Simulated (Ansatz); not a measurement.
Reaction (formal exchange of groups at the Si–H bond): `[SiH3][SiH2][GeH3]` + `F/C=C\S` → `S[SiH2][SiH2][GeH3]` + `C=CF`

Calculated with Ansatz (gas phase, PBE0-D4/def2-TZVP geometries, no zero-point term in ΔE). CCSD(T)/CBS is the MP2 limit (def2-TZVPP, def2-QZVPP) plus CCSD(T) − MP2 in def2-TZVPP, frozen cores. Functionals use def2-TZVPP. For Ge outer-core shells are correlated without core-valence functions, which leaves a few kJ/mol of doubt a bond. Scalar relativity is left out up to krypton. One conformer a species, not always the lowest.

`[SiH3][SiH2][GeH3]`:

```xyz
11

Si    1.589    0.184   -1.149
Si    0.408   -0.506    0.746
Ge   -1.866    0.182    0.601
H     3.014   -0.235   -1.081
H     1.531    1.667   -1.264
H     0.973   -0.409   -2.367
H     1.023    0.083    1.968
H     0.467   -1.989    0.866
H    -2.525   -0.427   -0.649
H    -1.951    1.713    0.492
H    -2.664   -0.264    1.838
```

`F/C=C\S`:

```xyz
7

F    -0.994   -1.313   -0.284
C     0.239   -0.878    0.010
C     0.516    0.410    0.134
S    -0.580    1.751   -0.043
H     0.956   -1.679    0.130
H     1.534    0.690    0.373
H    -1.671    1.019   -0.320
```

`S[SiH2][SiH2][GeH3]`:

Z-matrix (Å, degrees):
```
Si
Si 1 2.336
S 1 2.145 2 109.7
H 1 1.486 2 112.5 3 115.5
H 1 1.489 2 110.1 3 -123.2
Ge 2 2.381 1 108.8 3 58.2
H 2 1.488 1 109.4 3 -61.5
H 2 1.490 1 111.0 3 178.3
H 3 1.344 1 95.0 2 -52.3
H 6 1.538 2 110.1 1 63.8
H 6 1.537 2 111.7 1 -175.3
H 6 1.540 2 110.1 1 -55.1
```

`C=CF`:

Cartesian coordinates in Å:
```
C -0.543 0.309 -0.319
C 0.506 -0.207 0.288
F 0.635 -1.520 0.498
H -1.354 -0.313 -0.676
H -0.596 1.379 -0.463
H 1.352 0.351 0.671
```

| level | ΔE (eV) |
| --- | --- |
| PBE0-D4 | -1.01 |
| HF/def2-TZVPP | -1.05 |

Question: What does CCSD(T)/CBS give? (Best estimate.)

Answer: Ansatz gave: -1.05 eV. The listed levels differ from it by 0.04, 0.00 eV.

Largest T1 diagnostic among the species: 0.013.

The D4 term adds −0.05 eV with B3LYP and −0.03 eV with PBE0; it sums over pairs of atoms, weighted by their polarisabilities, and B3LYP, whose exchange is more repulsive, gets the larger term. From PBE to PBE0 (25 % exact exchange), in def2-TZVPP and without D4, ΔE moves by −0.05 eV.

B3LYP here is the variant with VWN-RPA as its local correlation; programs differ in this.
